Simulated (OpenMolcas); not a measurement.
# Fe5+, Ru5+, Os5+: d3 down the group

- Program: OpenMolcas
- Method: MS-RASPT2, IPEA 0.25 Eh, imaginary shift 0.1 Eh
- Basis: ANO-R2
- Scalar Hamiltonian: X2C, finite nucleus
- Spin-orbit coupling: RASSI with atomic mean-field integrals over the reference wave functions, term energies averaged over their components

Active space for each ion: 9 electrons in 8 orbitals (RAS1 p, at most 2 holes; RAS2 d); closed shells correlated by CASPT2: Fe5+ 3s; Ru5+ 4s; Os5+ 5s.

Computed levels in cm-1 above 4F 3/2:

```tsv
Level	Fe5+	Ru5+	Os5+
4F 5/2	527	1473	6740
4F 7/2	1237	3250	11990
4F 9/2	2100	5170	15320
4P 1/2	19420	13720	17350
4P 5/2	20260	16010	25840
2G 7/2	21110	16190	23940
2G 9/2	21830	17180	38570
2P 3/2	26920	24900	41600
2P 1/2	27020	20440	29890
weight of 4F in the lowest level (%)	100	98	81
```

Mixed levels, with the weight of the term that names them: Fe5+ 2P 3/2 (67 %), Ru5+ 2G 9/2 (71 %), Ru5+ 2P 3/2 (50 %), Os5+ 4F 9/2 (55 %), Os5+ 4P 1/2 (67 %), Os5+ 2G 9/2 (57 %), Os5+ 2P 3/2 (55 %), Os5+ 2P 1/2 (67 %).

Measured, with the error of the calculation in %. Measured levels: Fe5+ from Corliss and Sugar, J. Phys. Chem. Ref. Data 11, 135 (1982); Os5+ from the list in Brasseur, Palmeri and Quinet, Atoms 13, 11 (2025).

```json
{"Level": "4F 5/2", "Fe5+": "511 (+3.2)", "Os5+": "6397 (+5.3)"}
{"Level": "4F 7/2", "Fe5+": "1188 (+4.1)", "Os5+": "11444 (+4.7)"}
{"Level": "4F 9/2", "Fe5+": "2001 (+5.2)", "Os5+": "14678 (+4.4)"}
{"Level": "4P 1/2", "Fe5+": "18738 (+3.6)", "Os5+": "16772 (+3.4)"}
{"Level": "4P 5/2", "Fe5+": "19611 (+3.3)", "Os5+": "24828 (+4.1)"}
{"Level": "2G 7/2", "Fe5+": "20616 (+2.4)", "Os5+": "22920 (+4.4)"}
{"Level": "2G 9/2", "Fe5+": "21315 (+2.4)", "Os5+": "37019 (+4.2)"}
{"Level": "2P 3/2", "Fe5+": "26215 (+2.7)", "Os5+": ""}
{"Level": "2P 1/2", "Fe5+": "26496 (+2.0)", "Os5+": "28860 (+3.6)"}
```

The fine-structure level 4F 9/2 changes by a factor of 7.3 from Fe5+ to Os5+.

Without spin-orbit coupling 4P lies 18740, 12100, 11540 cm-1 above 4F in that order; the difference to the level 4P 1/2, of either sign, comes from spin-orbit coupling, which also lowers the zero.

CASPT2 does not keep the components of a term degenerate, so their means are used; among the terms shown or strongly mixed into the levels shown the widest spread is 1500 cm-1 (4d3 4F, Ru5+). Active for correlation alone: 3p; no level in the range computed is led by a configuration that opens it, so any true level of that kind is missing (holds for Fe5+). Active for correlation alone: 4p; no level in the range computed is led by a configuration that opens it, so any true level of that kind is missing (holds for Ru5+). The CASPT2 spread within a term exceeds the gap to the next term for 4d3 2H and 4d3 2D(1), so the order of their levels is uncertain (holds for Ru5+). Active for correlation alone: 5p; no level in the range computed is led by a configuration that opens it, so any true level of that kind is missing (holds for Os5+). Computed and measured levels are paired by configuration, term and J; levels that our copy of the source lacks, or whose pairing is in doubt (as where it misses far off the trend of its configuration), stay unpaired and out of the deviations. Only configurations of the active space appear.

A number in round brackets counts repeated terms of one configuration in the order of the reference energies.
